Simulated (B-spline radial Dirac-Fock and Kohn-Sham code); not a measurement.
Kohn-Sham estimates against Dirac-Fock for the levels of Pt³⁹⁺

System: platinum as Pt³⁹⁺, [Kr] 4d3.

The density-functional columns are spherical, spin-unpolarised Dirac-Kohn-Sham results without Breit or QED terms: −ε is minus the orbital energy of the initial state and ΔSCF the difference of two total energies. The reference in the last column comes from ΔSCF Dirac-Fock with Breit, self-energy and vacuum polarisation, finite nucleus, configuration average. All numbers are from a B-spline atomic structure program, in eV; a selection of levels is shown. The Kohn-Sham columns are given as differences from the reference. For the 1s level of heavy atoms much of the gap between ΔSCF and the reference is the Breit and QED part, -418.6 eV here; for other levels the error of the functional can be larger.

| level | LDA −ε − DF | LDA ΔSCF − DF | Dirac-Fock |
| --- | --- | --- | --- |
| K (1s) | -221.4 | +405.8 | 80170.8 |
| L1 (2s) | -195.1 | -55.3 | 15670.7 |
| L2 (2p1/2) | -143.3 | +29.0 | 15057.4 |
| L3 (2p3/2) | -160.8 | -11.0 | 13347.5 |
| M1 (3s) | -112.8 | -55.0 | 5035.2 |
| M2 (3p1/2) | -93.1 | -32.2 | 4766.5 |
| M3 (3p3/2) | -91.4 | -34.8 | 4376.0 |
| M4 (3d3/2) | -65.4 | -0.9 | 3939.1 |
| M5 (3d5/2) | -67.0 | -3.9 | 3856.3 |
| N1 (4s) | -46.0 | -15.7 | 2243.6 |
| N2 (4p1/2) | -30.0 | +0.5 | 2120.0 |
| N3 (4p3/2) | -31.1 | -2.3 | 2000.4 |
| N4,5 (4d) | -26.0 | +3.4 | 1806.7 |

Values without a named source are computed, but for edge energies of neutral atoms, which are taken from tables.
